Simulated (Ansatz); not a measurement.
```yaml
crystal:
  periodic: [false, false, false]
  atoms:
    - {symbol: Cl, position_ang: [-2.329897, 0.252837, -0.492006]}
    - {symbol: C, position_ang: [-0.661799, 0.311697, -0.925256]}
    - {symbol: Sn, position_ang: [0.694953, -0.286137, 0.675654]}
    - {symbol: H, position_ang: [-0.385096, 1.388691, -1.002731]}
    - {symbol: H, position_ang: [-0.327237, -0.387115, -1.853549]}
    - {symbol: H, position_ang: [0.377775, 0.568717, 2.027655]}
    - {symbol: H, position_ang: [2.230817, -0.210707, 0.403421]}
    - {symbol: H, position_ang: [0.381736, -1.755285, 1.286380]}
basis:
  gaussian: {orbitals: x2c-TZVPPall, fitting: {mean_field: cc-pVTZ-jkfit}}
total_charge: -1
magnetization: {spin_polarized: true, initial_magnetization: 1}
hamiltonian: {xc: {name: PBEsol}}
output: {forces: true}
```

```sh
$ ansatz run in.yaml --threads 2 --pin off --events-out ev --progress --plain --max-ram 4352MiB
```

How does Ansatz answer? (Estimate.)

Ansatz gave: The input was rejected before any iteration.
```
Functional definition: PBEsol
Error: <dir> the basis set cc-pVTZ-JKFIT has no functions for Sn
```
